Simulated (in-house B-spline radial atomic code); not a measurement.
**Ionising Pm XLVIII (Pm47+) with different functionals**

Computed with a B-spline radial code for spherical atoms: scalar-relativistic (spin-free X2C) Hamiltonian, Fermi nucleus of rms radius 4.962 fm, spin-polarised at highest spin, spherical fractional occupations for the functionals, the average over the highest-spin determinants for Hartree-Fock. The ionisation energy is the difference of two self-consistent energies, [Ne] 3s2 3p2 → [Ne] 3s2 3p1, without Breit or QED terms; ε is the level of the shell that loses the electron (its least bound occupied spin orbital). There is no spin-orbit coupling in this Hamiltonian.

Hybrids are left out here: with spherical fractional occupations of an open shell their exact exchange keeps a self-interaction that integer-occupation calculations don't have.

| method | rung | ΔSCF (eV) | -ε(3p) (eV) |
| --- | --- | --- | --- |
| Hartree-Fock | Hartree-Fock | 3971.9 | 3972.4 |
| LDA VWN5 | LDA | 3973.5 | 3924.8 |
| BP86 | GGA | 3975.0 | 3926.6 |
| OLYP | GGA | 3977.9 | 3930.0 |

(1) How do they compare with the NIST value?

## Answers

(1) NIST lists 4056 eV ± 4 (tabulated theory, ground level to ground level). Errors run from -84.1 to -78.1 eV. The correlated functionals all miss on the same side by more than they spread, so the cause is common to them (spin-orbit coupling, Breit-QED terms, multiplet and fine-structure energies, or a listed next ion that isn't the cheapest removal here) and closeness doesn't rank the functionals. Hartree-Fock also lacks correlation.
